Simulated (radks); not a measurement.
Results of a calculation; reference values are marked as such.
The silver ion Ag4+, configuration [Kr] 4d7 (the NIST ground configuration). Code: a radial shooting solver on a logarithmic mesh with Libxc functionals. Model: scalar-relativistic Kohn-Sham, SCAN, spin-polarised, spherical densities, finite nucleus; open shells are filled with parallel spins first (spin-orbit coupling, left out, can overturn this in heavy ions); meta-GGA in the generalised Kohn-Sham scheme; Fermi nuclear charge, rms radius 4.5454 fm.

Unscreened Slater integrals over Kohn-Sham orbitals (eV). They are taken over the spin-up orbitals.

\begin{tabular}{lr}
integral & value \\ \hline
F0(4d,4d) & 20.640 \\
F2(4d,4d) & 10.495 \\
F4(4d,4d) & 6.9395 \\
F0(4d,4p) & 22.509 \\
F2(4d,4p) & 11.380 \\
G1(4d,4p) & 14.403 \\
G3(4d,4p) & 8.8824 \\
F0(4d,4s) & 23.184 \\
G2(4d,4s) & 10.777 \\
F0(4p,4p) & 25.011 \\
F2(4p,4p) & 13.203 \\
F0(4p,4s) & 25.959 \\
G1(4p,4s) & 17.710 \\
F0(4s,4s) & 27.041 \\
\end{tabular}

Derived for the open shells (J is the average intra-shell exchange parameter used in DFT+U). 4d: Racah B = F2/49 - 5 F4/441 = 0.1355 eV, C = 35 F4/441 = 0.5508 eV, C/B = 4.06, F4/F2 = 0.661, J = (F2 + F4)/14 = 1.245 eV.
